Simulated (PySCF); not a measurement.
C5H7F, SMILES C/C=C/C=C\F.

The structure is a stationary point at B3LYP-D3(BJ)/def2-SVP. The structure was generated by enumeration; whether it is a known compound was not checked. One conformer was computed; it need not be the lowest.

These are PBE/def2-TZVP (PySCF) values and carry that method's errors.

Gas-phase values at a fixed geometry.

Computed frontier levels, gap, dipole moment and polarisability:
```json
{
 "highest_occupied_level": "-5.37 eV",
 "lowest_empty_level": "-1.57 eV",
 "orbital_gap": "3.80 eV",
 "dipole_moment": "1.31 D",
 "quadrupole, principal values (traceless, Buckingham form, about the centre of nuclear charge)": "-4.96, -1.78, 6.73 D·Å",
 "mean_static_polarisability": "70.5 bohr³ (10.45 Å³)",
 "polarisability_principal_values": "41.6, 56.7, 113.2 bohr³"
}
```
